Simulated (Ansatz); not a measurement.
A nudged elastic band was laid between two geometries of C₂H₅ClInN (10 atoms, charge 0, multiplicity 1).

All numbers below come from RKS PBE0-D4/def2-SVP (Ansatz).

| Quantity | Value |
| --- | --- |
| movable images | 5 |
| climbing image | yes |
| spring | 5.0 eV/Å² |
| optimiser | quadratic models (default) |
| start path | through a guess of the saddle point |
| force threshold | 0.05 eV/Å |
| iteration limit | 60 |
| end points | relaxed |

Image 0:

```xyz
10
Properties=species:S:1:pos:R:3
C -0.969 2.065 1.257
N -0.900 0.801 1.260
In 0.196 -0.105 -0.270
C 0.610 -2.155 -0.714
Cl 1.075 1.582 -1.704
H -0.500 2.743 0.511
H -1.542 2.580 2.057
H -0.125 -2.512 -1.449
H 0.539 -2.764 0.197
H 1.617 -2.235 -1.146
```

Image 6:

```xyz
10
Properties=species:S:1:pos:R:3
C -0.827 2.085 1.326
N -0.596 0.844 1.413
In 0.122 -0.117 -0.297
C 0.658 -2.148 -0.697
Cl 0.308 1.476 -2.061
H -0.683 2.713 0.421
H -1.210 2.631 2.214
H 1.485 -2.167 -1.420
H -0.211 -2.662 -1.132
H 0.953 -2.655 0.231
```

Problem. Which bonds break or form, and what moves?

Solution. No bond is made or broken. The dihedral Cl5–In3–C4–H10 goes from 34 to 155°. The two ends are copies of one structure, up to a mirror image or an exchange of like atoms.

Problem. Give the energies along the band, and the barrier.

Solution. The forces met the threshold. The highest image is number 4 of 0 to 6, 0.0 kJ/mol above the ends, which have the same energy within 2 meV. The top lies less than 8 meV above the higher end, about what the thresholds resolve: that end is a shoulder or a very shallow well. A vibrational analysis at the climbing image gives no mode beyond 40i cm⁻¹: the surface is too flat there to confirm a saddle point.

| image | path coordinate (Å) | energy (kJ/mol) | dihedral Cl5–In3–C4–H10 (°) |
| --- | --- | --- | --- |
| 0 | 0.00 | 0.0 | 34 |
| 1 | 0.54 | 0.0 | 54 |
| 2 | 1.07 | 0.0 | 74 |
| 3 | 1.61 | 0.0 | 94 |
| 4 | 2.15 | 0.0 | 114 |
| 5 | 2.69 | 0.0 | 135 |
| 6 | 3.23 | 0.0 | 155 |

Problem. What is the geometry of the highest image?

Solution. 
```xyz
10
Properties=species:S:1:pos:R:3
C -0.853 2.079 1.317
N -0.658 0.830 1.385
In 0.128 -0.112 -0.304
C 0.640 -2.150 -0.705
Cl 0.469 1.510 -2.017
H -0.642 2.722 0.435
H -1.268 2.613 2.197
H 0.933 -2.249 -1.758
H -0.224 -2.796 -0.493
H 1.476 -2.448 -0.057
```

The run took 110 s on 2 threads of AMD EPYC 7R13 Processor (Zen 3), on a shared host, peak memory 0.3 GiB.
